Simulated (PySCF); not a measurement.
This PySCF input asks for the NMR shieldings of `[Si@H]1(F)[C@H](CC)C[C@@H]1C#N`, C6H10FNSi; the geometry comes from GFN2-xTB.

```python
import basis_set_exchange as bse
import numpy as np
from pyscf import gto, dft
from pyscf.prop import nmr

atoms = """
C     2.447059    0.230747   -0.879957
C     1.512110    0.549578    0.282167
C     0.357294   -0.442980    0.372445
C    -0.651845   -0.374956   -0.800787
C    -1.986186   -0.442380   -0.010601
C    -2.937611    0.540070   -0.404765
N    -3.670649    1.364512   -0.714251
Si   -1.041858   -0.165532    1.645914
F    -1.270841   -1.365840    2.704392
H     2.875427   -0.762592   -0.763163
H     1.909568    0.262591   -1.824728
H     3.259884    0.951938   -0.924911
H     1.114364    1.559658    0.160095
H     2.076268    0.527816    1.217368
H     0.779901   -1.449904    0.447361
H    -0.573439    0.578830   -1.322692
H    -0.547769   -1.176770   -1.529519
H    -2.455071   -1.427348   -0.069118
H    -1.206410    1.051812    2.407288
"""
names = dict.fromkeys(["C", "N", "Si", "F", "H"], "pcSseg-1")
basis = {el: gto.basis.parse(bse.get_basis(n, elements=[el], fmt="nwchem")) for el, n in names.items()}
mol = gto.M(atom=atoms, basis=basis, charge=0, verbose=0)
mf = dft.RKS(mol, xc="PBE0")
mf.grids.level = 2
mf.grids.alignment = dft.numint.BLKSIZE   # the property module wants whole blocks of grid points
mf.conv_tol = 1e-9
mf.kernel()

calc = nmr.RKS(mf)   # GIAO
C = mf.mo_coeff
Co = C[:, mf.mo_occ > 0]
resp = mf.gen_response(singlet=True, hermi=2)
def vind(x):   # induced exchange potential for any number of trial vectors
    d = np.einsum("pi,xij,qj->xpq", C, 2 * x.reshape(-1, C.shape[1], Co.shape[1]), Co, optimize=True)
    return np.einsum("xpq,pi,qj->xij", resp(d - d.transpose(0, 2, 1)), C, Co, optimize=True).ravel()
mo1, _ = nmr.rhf.solve_mo1(calc, with_cphf=vind)
sigma = calc.kernel(mo1)
for i, s in enumerate(sigma):   # ppm
    w = np.linalg.eigvalsh((s + s.T) / 2)
    print("%2d %-2s iso %8.1f  s11 %8.1f  s22 %8.1f  s33 %8.1f" % (i, mol.atom_pure_symbol(i), w.mean(), *w))
```

Task: Give the expected output.

Result: 
```
 0 C  iso    170.8  s11    154.2  s22    170.4  s33    187.7
 1 C  iso    157.6  s11    147.5  s22    153.8  s33    171.4
 2 C  iso    143.3  s11    110.7  s22    150.4  s33    168.8
 3 C  iso    156.3  s11    136.2  s22    158.0  s33    174.7
 4 C  iso    167.5  s11    144.1  s22    178.1  s33    180.4
 5 C  iso     62.8  s11    -58.6  s22    -48.6  s33    295.7
 6 N  iso    -31.0  s11   -190.9  s22   -174.6  s33    272.6
 7 Si iso    324.6  s11    275.6  s22    314.6  s33    383.7
 8 F  iso    347.8  s11    311.8  s22    351.7  s33    380.0
 9 H  iso     31.0  s11     26.9  s22     28.9  s33     37.3
10 H  iso     30.7  s11     25.9  s22     30.9  s33     35.4
11 H  iso     30.5  s11     25.8  s22     27.5  s33     38.3
12 H  iso     30.3  s11     25.8  s22     30.5  s33     34.6
13 H  iso     30.1  s11     24.7  s22     29.2  s33     36.5
14 H  iso     29.6  s11     26.6  s22     29.5  s33     32.7
15 H  iso     30.1  s11     26.0  s22     31.5  s33     32.9
16 H  iso     29.0  s11     24.3  s22     28.3  s33     34.2
17 H  iso     29.1  s11     24.9  s22     28.2  s33     34.1
18 H  iso     26.2  s11     22.8  s22     25.1  s33     30.7
```

These numbers come from an equivalent density-fitted implementation of the same equations, which agrees with the script to about 0.01 ppm for H and up to a few tenths of a ppm for heavy atoms, so last digits may differ.

Task: Turn these shieldings into chemical shifts. Scale: 13C (σ = 186.93 ppm) and 29Si (σ = 349.16 ppm) and 1H (σ = 31.72 ppm) against TMS; 15N (σ = 267.73 ppm) vs NH3; CFCl3 for 19F (σ = 170.95 ppm) (reference shieldings calculated alike).

Result: Averaging equivalent atoms: C 5: 124.1; C 2: 43.6; C 3: 30.6; C 1: 29.3; C 4: 19.4; C 0: 16.2; N 6: 298.7; Si 7: 24.5; F 8: -176.9; H 18: 5.52; H 16: 2.77; H 17: 2.64; H 14: 2.13; H 13: 1.60; H 15: 1.58; H 12: 1.41; H 9/10/11: 0.96 ppm. Unscaled 19F shifts against computed CFCl3 carry errors that often reach 10 to 50 ppm. Experimental scales use liquid or dissolved standards, which lie at an offset from isolated NH3 (liquid NH3: subtract about 20 ppm). Unscaled 15N shifts of sp2 nitrogen come out 20 to 40 ppm too high even then.

Size and cost of the density-fitted run: 210 basis functions, 33 s wall time on 1 thread of an Arm Neoverse V2, shared host; peak memory 0.94 GiB.
